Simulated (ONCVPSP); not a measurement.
Tc (Z = 43), ONCV: configuration errors across variants

* Element: Tc (Z = 43)
* Generator: ONCVPSP 4.0.1
* Type: optimised norm-conserving Vanderbilt (ONCV)
* Functional: LDA (Perdew-Wang 92)
* Relativity: fully relativistic
* Frozen core: [Ar] 3d10 4s2
* Valence charge: 13
* Reference configuration: 4p6 4d5 5s2
* Partial waves: 5s: rc 2.60 bohr, ncon 4, nbas 8, qcut 2.1 1/bohr, 2 projectors, debl 3.9 Ha; 4p: rc 1.20 bohr, ncon 5, nbas 8, qcut 7.7 1/bohr, 3 projectors, debl 3.5 Ha; 4d: rc 2.40 bohr, ncon 4, nbas 9, qcut 8 1/bohr, 1 projector
* Local potential: polynomial inside 0.90 bohr (lpopt 3, dvloc0 3 Ha)
* Core correction: Teter function, fcfact 4.25, rcfact 1.75

Open shells are filled in proportion to 2j + 1.

All-electron excitation energies from the reference (eV): (1) 4p6 4d5 5s1 8.424; (2) 4p6 4d5 5s0 23.619; (3) 4p6 4d4 5s0 52.546; (4) 4p6 4d5 5s0 5p1 13.099.

2 further variants failed, have other tests or too few solved ones, and are left out.

A true bound ghost makes a file unfit for plane-wave use even where its test errors are small: the radial tests pick states by their node count and pass the ghost by.

Errors AE − PS in meV (a dash: test not solved or not reliable):

| change | (1) | (2) | (3) | (4) | bound ghosts | GHOST(+) flags above zero |
| --- | --- | --- | --- | --- | --- | --- |
| base | -3.3 | -20 | +41 | -19 | s, p3/2, p1/2 | s, p3/2, p1/2 |
| all radii but the core radius scaled by about 0.87 (s 2.26, p 1.04, d 2.10 bohr); local potential polynomial inside 0.78 bohr (lpopt 3, dvloc0 3 Ha) | -3.8 | -22 | +53 | -21 | s, p3/2, p1/2 | s, p3/2, p1/2 |
| all radii but the core radius scaled by about 0.94 (s 2.44, p 1.12, d 2.24 bohr); local potential polynomial inside 0.84 bohr (lpopt 3, dvloc0 3 Ha) | -3.6 | -21 | +53 | -20 | s, p3/2, p1/2 | s, p3/2, p1/2 |
| all radii but the core radius scaled by about 1.11 (s 2.88, p 1.32, d 2.66 bohr); local potential polynomial inside 1.00 bohr (lpopt 3, dvloc0 3 Ha) | -3.5 | -22 | -6.9 | -21 | s | s, p3/2 |
| all radii but the core radius scaled by about 1.33 (s 3.46, p 1.60, d 3.18 bohr); local potential polynomial inside 1.20 bohr (lpopt 3, dvloc0 3 Ha) | -67 | -67 | -199 | -52 | s | none |

(1) Give the same row for: all radii but the core radius scaled by about 1.15 (s 2.98, p 1.38, d 2.76 bohr); local potential polynomial inside 1.04 bohr (lpopt 3, dvloc0 3 Ha).

Results:

(1) -5.3, -25, -32, -24; bound ghosts: s; GHOST(+) flags above zero: none.
